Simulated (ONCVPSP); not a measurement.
# Varying the ONCV potential for As (Z = 33)

Base potential:

- Element: arsenic (As)
- Generator: ONCVPSP 4.0.1
- Type: optimised norm-conserving Vanderbilt (ONCV)
- Functional: PBE
- Relativity: non-relativistic
- Frozen core: [Ar]
- Valence charge: 15
- Reference configuration: 3d10 4s2 4p3
- Partial waves: 4s: rc 1.35 bohr, ncon 4, nbas 8, qcut 4.5 1/bohr, 2 projectors, debl 1.1 Ha; 4p: rc 1.50 bohr, ncon 3, nbas 8, qcut 4.8 1/bohr, 2 projectors, debl 0.9 Ha; 3d: rc 0.60 bohr, ncon 5, nbas 9, qcut 17.4 1/bohr, 2 projectors, debl 0.5 Ha
- Local potential: polynomial inside 0.45 bohr (lpopt 3, dvloc0 6 Ha)
- Core correction: Teter function, fcfact 2.25, rcfact 1.8

In the d channel the program set the typed energies aside and used -1.533, 0.250 Ha.

All-electron outer shells of the reference configuration (PBE, non-relativistic, ld1.x):

```json
{"shell": "3s", "level (eV)": "-183.93", "outermost node (bohr)": "0.25", "outermost maximum (bohr)": "0.53"}
{"shell": "3p", "level (eV)": "-132.27", "outermost node (bohr)": "0.22", "outermost maximum (bohr)": "0.52"}
{"shell": "3d", "level (eV)": "-41.73", "outermost node (bohr)": "–", "outermost maximum (bohr)": "0.47"}
{"shell": "4s", "level (eV)": "-14.05", "outermost node (bohr)": "0.75", "outermost maximum (bohr)": "1.65"}
{"shell": "4p", "level (eV)": "-5.23", "outermost node (bohr)": "0.78", "outermost maximum (bohr)": "2.00"}
```

Cutoffs, loose and tight: the cutoffs (Ha) at which the residual kinetic energy of the hardest occupied pseudo-wave falls to 1 and 0.1 mHa per electron. They do not see the model core or the augmentation charge, which bear on the density cutoff. Test errors are all-electron minus pseudo excitation energies from the reference, over the configurations 3d10 4s2 4p2; 3d10 4s2 4p1; 3d10 4s2 4p0; 3d10 4s2 4p2.5. A dash means not determined; rows that change the core or the reference have their own tests.

A true bound ghost makes a file unfit for plane-wave use even where its test errors are small: the radial tests pick states by their node count and pass the ghost by.

| change | outcome | cutoff, loose | cutoff, tight | bound ghosts | GHOST(+) flags above zero | largest test error (meV) |
| --- | --- | --- | --- | --- | --- | --- |
| base | generated, projector energies reset by the program | 761 Ha | 863 Ha | s, p | s, d | -34 |
| p: qcut 2.8 | generated, projector energies reset by the program | 761 Ha | 863 Ha | s, p | s, d | -28 |
| p: qcut 3.4 | generated, projector energies reset by the program | 761 Ha | 863 Ha | s, p | s, d | -29 |
| p: qcut 4.1 | generated, projector energies reset by the program | 761 Ha | 863 Ha | s, p | s, d | -31 |
| p: qcut 4.4 | generated, projector energies reset by the program | 761 Ha | 863 Ha | s, p | s, d | -32 |
| p: qcut 5.2 | generated, projector energies reset by the program | 761 Ha | 863 Ha | s, p | s, d | -35 |
| p: qcut 5.5 | generated, projector energies reset by the program | 761 Ha | 863 Ha | s, p | s, d | -35 |
| p: qcut 6.1 | generated, projector energies reset by the program | 761 Ha | 863 Ha | s, p | s, d | -35 |
| p: qcut 6.6 | generated, projector energies reset by the program | 761 Ha | 863 Ha | s, p | s, d | -35 |
| p: qcut 7.3 | generated, projector energies reset by the program | 761 Ha | 863 Ha | s, p | s, d | -38 |

Reading the sweep of the qcut of the p channel (base included, trends over the rows without a ghost): Bound ghosts are found at 2.8, 3.4, 4.1, 4.4, 4.8, 5.2, 5.5, 6.1, 6.6, 7.3 1/bohr. Every judged row has one, so this setting neither creates nor removes them.
